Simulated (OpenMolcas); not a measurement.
**Multiconfigurational calculation on Co3+**

Input:

```
&GATEWAY
Coord
1

Co 0.0 0.0 0.0
Basis=ANO-RCC-VTZP
Group=XYZ
NoMove
AngMom=0.0 0.0 0.0
AMFI
&SEWARD
Relativistic=R04O02
&RASSCF
FileOrb=start.orb
Symmetry=1
Spin=5
nActEl=6 0 0
Inactive=3 6
Ras2=5 0
CIRoot=5 5 1
SDav=5
CIMx=300
Iter=120 100
PrWF=0.3
OrbListing=Nothing
MaxOrb=0
Atom
>>> COPY $Project.JobIph JOB001
&RASSCF
FileOrb=start.orb
Symmetry=1
Spin=3
nActEl=6 0 0
Inactive=3 6
Ras2=5 0
CIRoot=45 45 1
SDav=45
CIMx=300
Iter=120 100
PrWF=0.3
OrbListing=Nothing
MaxOrb=0
Atom
>>> COPY $Project.JobIph JOB002
&RASSCF
FileOrb=start.orb
Symmetry=1
Spin=1
nActEl=6 0 0
Inactive=3 6
Ras2=5 0
CIRoot=50 50 1
SDav=50
CIMx=300
Iter=120 100
PrWF=0.3
OrbListing=Nothing
MaxOrb=0
Atom
>>> COPY $Project.JobIph JOB003
&RASSI
NrOfJobIphs=3 5 45 44
1 2 3 4 5
1 2 3 4 5 6 7 8 9 10 11 12 13 14 15 16 17 18 19 20 21 22 23 24 25 26 27
28 29 30 31 32 33 34 35 36 37 38 39 40 41 42 43 44 45
1 2 3 4 5 6 7 8 9 10 11 12 13 14 15 16 17 18 19 20 21 22 23 24 25 26 27
28 29 30 31 32 33 34 35 36 37 38 39 40 41 42 43 44
IphNames
JOB001
JOB002
JOB003
EJob
SpinOrbit
DIPRint=1.0
SOCoupling=1000.0
Subsets=2
MEES
Property=10
'ANGMOM' 1 'ANGMOM' 2 'ANGMOM' 3 'MLTPL  1' 1 'MLTPL  1' 2 'MLTPL  1' 3
'AMFI' 1 'AMFI' 2 'AMFI' 3 'MLTPL  2' 6
SOProperty=3
'ANGMOM' 1 'ANGMOM' 2 'ANGMOM' 3
```

Launched by
```bash
OMP_NUM_THREADS=1 MOLCAS_MEM=2252 MOLCAS_PROJECT=a pymolcas a.inp > a.log  # once for each step of the input, in one work folder
```

A driver script runs the steps one by one and writes start.orb anew before each from the orbitals found so far.

Output, cut to the results:

```
--- SEWARD ---
Basis set label: CO.ANO-RCC...6S5P3D2F1G.

      Electronic valence basis set:
      ------------------
      Associated Effective Charge  27.000000 au
      Associated Actual Charge     27.000000 au
      Nuclear Model: Point charge

      Shell  nPrim  nBasis  Cartesian Spherical Contaminant
         s      21       6        X
         p      15       5        X
         d      10       3                 X
         f       6       2                 X
         g       4       1                 X
Relativistic=R04O02
                  Relativistic Douglas-Kroll-Hess integrals:
                    - DKH order of Hamiltonian: 4
                    - DKH order of Properties : 2
--- RASSCF ---
Wave function specifications:
      -----------------------------

      Number of closed shell electrons          18
      Number of electrons in active shells       6
      Max number of holes in RAS1 space          0
      Max nr of electrons in RAS3 space          0
      Number of inactive orbitals                9
      Number of active orbitals                  5
      Number of secondary orbitals              45
      Spin quantum number                      2.0
      State symmetry                             1
Orbital specifications:
      -----------------------

      Symmetry species                           1   2
                                                ag  au
      Frozen orbitals                            0   0
      Inactive orbitals                          3   6
      Active orbitals                            5   0
      RAS1 orbitals                              0   0
      RAS2 orbitals                              5   0
      RAS3 orbitals                              0   0
      Secondary orbitals                        22  23
      Deleted orbitals                           0   0
      Number of basis functions                 30  29
      Number of CSFs                             5
      Number of root(s) required                 5
      Iter CI   SX   CI       RASSCF       Energy    max ROT     max BLB   max BLB  Level Ln srch  Step   QN
          iter iter root      energy       change     param      element    value   shift minimum  type update
 Nr of preliminary CI iterations:   1
      Total energies have been shifted. Add                -1000.00 au
        1   1    7    0  -389.54889553    0.00E+00  -1.66E-01*   6  14 1  4.79E-01*  0.00   0.00    SX    NO
        2   1    8    0  -389.82787889   -2.79E-01*  6.67E-02    4  10 2  3.60E-01*  0.00   0.00    SX    NO
        3   1    8    0  -389.86205199   -3.42E-02* -5.38E-02    5  11 2 -1.77E-01*  0.00   0.00    SX    NO
        4   1    8    0  -389.87778279   -1.57E-02* -3.70E-02    4  10 2  1.33E-01*  0.00   0.00    SX    NO
        5   1    8    0  -389.88383989   -6.06E-03*  1.45E-02    4  10 2 -9.24E-02*  0.00   0.58    LS   YES
        6   1    7    0  -389.89087154   -7.03E-03* -1.53E-03    6  14 1  5.01E-03*  0.00   1.07    QN   YES
        7   1    6    0  -389.89091166   -4.01E-05*  6.50E-05    4  10 2  5.41E-04*  0.00   0.99    QN   YES
        8   1    5    0  -389.89091180   -1.38E-07* -8.33E-06    6  12 2  7.48E-05   0.00   1.07    QN   YES
        9   1    4    0  -389.89091180   -3.06E-09   1.27E-06    5  11 2 -5.83E-06   0.00   0.93    QN   YES
      Convergence after  9 iterations
       10   1    4    0  -389.89091180   -2.59E-11   1.27E-06    4  10 2 -1.65E-07   0.00   0.93    QN   YES
      Natural orbitals and occupation numbers for root  1
      sym 1:   1.000000   2.000000   1.000000   1.000000   1.000000
      Natural orbitals and occupation numbers for root  2
      sym 1:   1.000000   1.000000   1.000000   1.000000   2.000000
      Natural orbitals and occupation numbers for root  3
      sym 1:   2.000000   1.000000   1.000000   1.000000   1.000000
::    RASSCF root number  1 Total energy:  -1389.89091180
::    RASSCF root number  2 Total energy:  -1389.89091180
::    RASSCF root number  3 Total energy:  -1389.89091180
::    RASSCF root number  4 Total energy:  -1389.89091180
::    RASSCF root number  5 Total energy:  -1389.89091180
--- RASSCF ---
Wave function specifications:
      -----------------------------

      Number of closed shell electrons          18
      Number of electrons in active shells       6
      Max number of holes in RAS1 space          0
      Max nr of electrons in RAS3 space          0
      Number of inactive orbitals                9
...
--- RASSI ---
SPIN-FREE ENERGIES:
  (Shifted by EMIN (a.u.) =      -1389.8909118022)

 SF State       Relative EMIN(au)   Rel lowest level(eV)    D:o, cm**(-1)      L_eff

     1             0.0000000000        0.0000000000              0.0000         2.0
     2             0.0000000000        0.0000000000              0.0000         2.0
     3             0.0000000000        0.0000000000              0.0000         2.0
     4             0.0000000000        0.0000000000              0.0000         2.0
     5             0.0000000000        0.0000000000              0.0000         2.0
     6             0.1163029473        3.1647644195          25525.5465         5.0
     7             0.1163029473        3.1647644195          25525.5465         5.0
     8             0.1163029473        3.1647644195          25525.5465         5.0
     9             0.1163029473        3.1647644195          25525.5465         5.0
    10             0.1163029473        3.1647644195          25525.5465         5.0
    11             0.1163029473        3.1647644195          25525.5465         5.0
    12             0.1163029473        3.1647644195          25525.5465         5.0
    13             0.1163029473        3.1647644195          25525.5465         5.0
    14             0.1163029473        3.1647644195          25525.5465         5.0
    15             0.1163029473        3.1647644195          25525.5465         5.0
    16             0.1163029473        3.1647644195          25525.5465         5.0
    17             0.1296611436        3.5282594592          28457.3317         1.0
    18             0.1296611436        3.5282594592          28457.3317         1.0
    19             0.1296611436        3.5282594592          28457.3317         1.0
    20             0.1336007078        3.6354604633          29321.9661         3.0
    21             0.1336007078        3.6354604633          29321.9661         3.0
...
```

Levels above the lowest, from the spin-orbit matrix, grouped by J:

```json
{"Configuration": "3d⁶", "Term": "⁵D", "J": "4", "E (eV)": "0.0000", "Measured (eV)": "0.0000", "g": "1.501", "Term weight %": "100"}
{"Configuration": "3d⁶", "Term": "⁵D", "J": "3", "E (eV)": "0.0811", "Measured (eV)": "0.0792", "g": "1.501", "Term weight %": "100"}
{"Configuration": "3d⁶", "Term": "⁵D", "J": "2", "E (eV)": "0.1379", "Measured (eV)": "0.1336", "g": "1.501", "Term weight %": "100"}
{"Configuration": "3d⁶", "Term": "⁵D", "J": "1", "E (eV)": "0.1744", "Measured (eV)": "", "g": "1.501", "Term weight %": "100"}
{"Configuration": "3d⁶", "Term": "⁵D", "J": "0", "E (eV)": "0.1923", "Measured (eV)": "0.1852", "g": "", "Term weight %": "100"}
{"Configuration": "3d⁶", "Term": "³H", "J": "6", "E (eV)": "3.2051", "Measured (eV)": "2.9359", "g": "1.166", "Term weight %": "100"}
{"Configuration": "3d⁶", "Term": "³H", "J": "5", "E (eV)": "3.2461", "Measured (eV)": "2.9796", "g": "1.036", "Term weight %": "99"}
{"Configuration": "3d⁶", "Term": "³H", "J": "4", "E (eV)": "3.2758", "Measured (eV)": "3.0093", "g": "0.805", "Term weight %": "98"}
{"Configuration": "3d⁶", "Term": "³P(1)", "J": "2", "E (eV)": "3.4952", "Measured (eV)": "2.8372", "g": "1.500", "Term weight %": "100"}
{"Configuration": "3d⁶", "Term": "³F(1)", "J": "4", "E (eV)": "3.6652", "Measured (eV)": "3.1487", "g": "1.236", "Term weight %": "94"}
{"Configuration": "3d⁶", "Term": "³F(1)", "J": "3", "E (eV)": "3.7112", "Measured (eV)": "3.1908", "g": "1.070", "Term weight %": "96"}
{"Configuration": "3d⁶", "Term": "³P(1)", "J": "1", "E (eV)": "3.7313", "Measured (eV)": "3.0660", "g": "1.499", "Term weight %": "100"}
{"Configuration": "3d⁶", "Term": "³F(1)", "J": "2", "E (eV)": "3.7457", "Measured (eV)": "3.2197", "g": "0.667", "Term weight %": "100"}
{"Configuration": "3d⁶", "Term": "³P(1)", "J": "0", "E (eV)": "3.8275", "Measured (eV)": "3.1552", "g": "", "Term weight %": "99"}
{"Configuration": "3d⁶", "Term": "³G", "J": "5", "E (eV)": "4.0479", "Measured (eV)": "3.5982", "g": "1.198", "Term weight %": "99"}
{"Configuration": "3d⁶", "Term": "³G", "J": "4", "E (eV)": "4.1246", "Measured (eV)": "3.6690", "g": "1.058", "Term weight %": "94"}
{"Configuration": "3d⁶", "Term": "³G", "J": "3", "E (eV)": "4.1569", "Measured (eV)": "3.7031", "g": "0.763", "Term weight %": "96"}
{"Configuration": "3d⁶", "Term": "¹I", "J": "6", "E (eV)": "4.8317", "Measured (eV)": "4.4563", "g": "1.001", "Term weight %": "100"}
{"Configuration": "3d⁶", "Term": "¹G(1)", "J": "4", "E (eV)": "5.1033", "Measured (eV)": "4.5481", "g": "1.001", "Term weight %": "99"}
{"Configuration": "3d⁶", "Term": "³D", "J": "1", "E (eV)": "5.2342", "Measured (eV)": "", "g": "0.501", "Term weight %": "100"}
{"Configuration": "3d⁶", "Term": "³D", "J": "2", "E (eV)": "5.2387", "Measured (eV)": "", "g": "1.167", "Term weight %": "99"}
{"Configuration": "3d⁶", "Term": "³D", "J": "3", "E (eV)": "5.2607", "Measured (eV)": "4.5322", "g": "1.333", "Term weight %": "100"}
{"Configuration": "3d⁶", "Term": "¹S", "J": "0", "E (eV)": "5.9259", "Measured (eV)": "5.1381", "g": "", "Term weight %": "99"}
{"Configuration": "3d⁶", "Term": "¹D", "J": "2", "E (eV)": "6.3380", "Measured (eV)": "5.2497", "g": "1.001", "Term weight %": "99"}
```

Against the 20 measured excited levels shown (Sugar and Corliss, J. Phys. Chem. Ref. Data 10, 1097 (1981)) the mean absolute deviation is 3700 cm-1; the largest miss in energy is 3d⁶ ¹D₂: computed 6.3380, measured 5.2497 eV (+20.7 %).

Some high roots are left out of the spin-orbit mixing, which shifts the levels that they would mix with. Without dynamic correlation excited terms often stand tens of per cent too high (terms of higher spin than the ground term too low), and those without a measured partner can miss by more than the paired ones. Measured partners are found by configuration, term and J. A level has none where our copy of the source lacks it or the pairing is in doubt (some pairs that miss far off the trend of their configuration count as doubtful), and it then counts in no deviation. Only configurations of the active space appear. The first state left out of the spin-orbit step lies near 110000 cm-1 above the lowest spin-free state of the reference (among the parities and spins computed), and the list stops at four fifths of that energy or lower. The table shows the lowest 24 of 32 levels.

The RASSCF and RASSI steps took 23 s on 1 thread of Arm Neoverse V1 (shared host); the integral step is not counted.

The term weight is that of the spin-free term in the level, not the purity of its configuration. A number in round brackets counts repeated terms of one configuration in the order of the reference energies.
